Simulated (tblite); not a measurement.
cyclobutane (C4H8), singlet, at a GFN2-xTB geometry; GFN1-xTB with ALPB(water) run with tblite.

Here is a job for tblite.
```
$ tblite run mol.xyz --method gfn1 --charge 0 --spin 0 --alpb water --json tblite.json --no-restart

# file mol.xyz
12

C     -0.00613316     1.08295583     0.05853653
C      0.00685792    -1.08220991     0.07093756
C     -1.08294605    -0.00683358    -0.05863980
C      1.08222129     0.00608767    -0.07083428
H     -0.01505399     1.84231484    -0.72076860
H     -0.00362364     1.57729882     1.02791527
H      0.00710304    -1.85049784    -0.69961794
H      0.01523239    -1.56535126     1.04591487
H     -1.84243222    -0.00692746     0.72059245
H     -1.57713057    -0.01535111    -1.02806518
H      1.85038317     0.01511046     0.69979409
H      1.56552182     0.00340356    -1.04576496
```

Q: What does tblite print? Leave out banner, timings and long lists.

A: 
```
xTB calculator
 | screened Coulomb repulsion
 | Coulomb electrostatics
 |  * isotropic Klopman-Ohno-Mataga-Nishimoto electrostatics
 |  * onsite third-order electrostatics
 | DFT-D3(BJ) dispersion correction
 | Interactions (3)
 | [1] alpb/gbsa reaction field model
 | [2] cds contribution to solvation
 | [3] empirical free energy shift and standard state/solvent correction

halogen bonding energy    0.0000000000000E+00 Eh
repulsion energy          1.8228866867313E-01 Eh
dispersion energy        -3.3168654370019E-03 Eh
interaction energy        2.3213342705426E-03 Eh
number of electrons       2.4000000000000E+01 e
integral cutoff           1.9731147476801E+01 bohr

------------------------------------------------------------
  cycle        total energy    energy error   density error
------------------------------------------------------------
      1     -12.75938370306  -1.2940677E+01   5.7860939E-01
      2     -12.75940830007  -2.4597003E-05   3.4667400E-01
      3     -12.75940845964  -1.5957466E-07   8.9028862E-04
      4     -12.75940907074  -6.1109562E-07   1.2143111E-04
      5     -12.75940908849  -1.7751308E-08   8.9661580E-06
------------------------------------------------------------

electronic energy        -1.2940702225994E+01 Eh
total energy             -1.2759409088487E+01 Eh

Post processing:
 | Mayer-Wiberg bond orders

[Info] JSON dump of results written to 'tblite.json'
```
